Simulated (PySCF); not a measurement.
PySCF 2.14 output of an unrestricted PBE0 calculation on a single atom or ion in aug-cc-pVTZ-PP with one added diffuse shell each of s, p, d, f, g type with ECP28MDF (7s7p6d4f3g, 113 functions), with a scalar-relativistic core potential:

```
SCF conv_tol = 1e-09
number electrons alpha = 9  beta = 5
    C. Adamo and V. Barone.,  J. Chem. Phys. 110, 6158 (1999)
    M. Ernzerhof and G. E. Scuseria.,  J. Chem. Phys. 110, 5029 (1999)
cycle= 1 E= -67.7993402732936  delta_E= -0.00897  |g|= 0.0216  |ddm|= 0.225
cycle= 2 E= -67.8002540682335  delta_E= -0.000914  |g|= 0.00706  |ddm|= 0.0764
cycle= 3 E= -67.8006882829531  delta_E= -0.000434  |g|= 0.00645  |ddm|= 0.057
cycle= 4 E= -67.8008998328083  delta_E= -0.000212  |g|= 0.00439  |ddm|= 0.0326
cycle= 5 E= -67.8012757200069  delta_E= -0.000376  |g|= 0.00382  |ddm|= 0.101
cycle= 6 E= -67.8013167989219  delta_E= -4.11e-05  |g|= 0.00118  |ddm|= 0.0313
cycle= 7 E= -67.8013200460744  delta_E= -3.25e-06  |g|= 0.000346  |ddm|= 0.00875
cycle= 8 E= -67.8013202706835  delta_E= -2.25e-07  |g|= 0.000131  |ddm|= 0.00343
cycle= 9 E= -67.8013202856761  delta_E= -1.5e-08  |g|= 3.21e-06  |ddm|= 0.000483
cycle= 10 E= -67.8013202857118  delta_E= -3.57e-11  |g|= 1.56e-06  |ddm|= 3.92e-05
converged SCF energy = -67.8013202857118  <S^2> = 6.0120647  2S+1 = 5.0048235
```

The run itself started from symmetry-adapted Hartree-Fock orbitals and held the occupation by maximum overlap, on a logarithmic radial grid, so the iterations belong to that start.

Question: Which element, charge and spin multiplicity is this?

Answer: Mo (molybdenum, neutral), multiplicity 5; the state was [Kr] 4d4 5s2, high-spin 5D determinant (an excited configuration).

Energies and moments cover only the electrons outside the core potential.
